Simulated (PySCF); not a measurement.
FH6NSi2.
Atom-mapped SMILES: `[NH2:1][SiH2:2][SiH2:3][F:4]` (hydrogens: H5, H6 on N1; H7, H8 on Si2; H9, H10 on Si3)

A GFN2-xTB structure was refined with PBE0-D3(BJ)/def2-SVP geometry optimisation, gas phase in PySCF 2.14.0. Its GFN2-xTB values:

```tsv
coordinate	GFN2-xTB
N1–Si2	1.698 Å
N1–H5	1.022 Å
Si2–Si3	2.285 Å
Si2–H7	1.481 Å
Si2–H8	1.455 Å
Si3–F4	1.657 Å
Si3–H9	1.479 Å
N1–Si2–H8	103.6°
Si2–Si3–F4	107.3°
Si2–Si3–H9	117.0°
Si2–Si3–H10	120.0°
Si3–Si2–H7	111.9°
Si3–Si2–H8	115.1°
F4–Si3–H9	100.1°
H5–N1–H6	106.3°
N1–Si2–Si3–F4	-170°
```

Question: How do these coordinates change at the PBE0-D3(BJ)/def2-SVP level?

Answer: 
```json
{"coordinate": "Si2–Si3", "PBE0-D3(BJ)/def2-SVP (Å or °)": "2.344", "change": "+0.059"}
{"coordinate": "N1–Si2", "PBE0-D3(BJ)/def2-SVP (Å or °)": "1.739", "change": "+0.041"}
{"coordinate": "Si2–H8", "PBE0-D3(BJ)/def2-SVP (Å or °)": "1.494", "change": "+0.039"}
{"coordinate": "Si2–H7", "PBE0-D3(BJ)/def2-SVP (Å or °)": "1.504", "change": "+0.023"}
{"coordinate": "Si3–F4", "PBE0-D3(BJ)/def2-SVP (Å or °)": "1.635", "change": "-0.022"}
{"coordinate": "Si3–H9", "PBE0-D3(BJ)/def2-SVP (Å or °)": "1.497", "change": "+0.018"}
{"coordinate": "N1–H5", "PBE0-D3(BJ)/def2-SVP (Å or °)": "1.014", "change": "-0.008"}
{"coordinate": "Si2–Si3–H10", "PBE0-D3(BJ)/def2-SVP (Å or °)": "111.5", "change": "-8.5"}
{"coordinate": "F4–Si3–H9", "PBE0-D3(BJ)/def2-SVP (Å or °)": "107.7", "change": "+7.6"}
{"coordinate": "Si2–Si3–H9", "PBE0-D3(BJ)/def2-SVP (Å or °)": "110.1", "change": "-6.9"}
{"coordinate": "H5–N1–H6", "PBE0-D3(BJ)/def2-SVP (Å or °)": "110.2", "change": "+3.9"}
{"coordinate": "Si2–Si3–F4", "PBE0-D3(BJ)/def2-SVP (Å or °)": "111.1", "change": "+3.8"}
{"coordinate": "Si3–Si2–H8", "PBE0-D3(BJ)/def2-SVP (Å or °)": "111.3", "change": "-3.8"}
{"coordinate": "N1–Si2–H8", "PBE0-D3(BJ)/def2-SVP (Å or °)": "107.3", "change": "+3.7"}
{"coordinate": "Si3–Si2–H7", "PBE0-D3(BJ)/def2-SVP (Å or °)": "109.7", "change": "-2.2"}
{"coordinate": "N1–Si2–Si3–F4", "PBE0-D3(BJ)/def2-SVP (Å or °)": "171", "change": "-19"}
```

The energy falls by 6.7 kcal/mol over 12 energy and gradient evaluations, the largest force component goes from 0.0379 to 2.6e-04 Eh/bohr, and the atoms move by 0.241 Å rms after alignment. The bond that changes most is Si2–Si3 (SiH2 silicon to fluorine-bound silicon), which lengthens by 0.059 Å. Bonds longer at the end by more than 0.005 Å: 6 of 9; shorter: 3. Among the dihedrals that turn most is H7–Si2–Si3–H9, from -47° to -74°. Rotational constants go from 11103, 2091, 1841 to 11008, 1988, 1767 MHz.

The run used 94 basis functions and 75 SCF cycles in all.

Whether it is a minimum is left open (no frequencies). The numbers are those of one conformer.
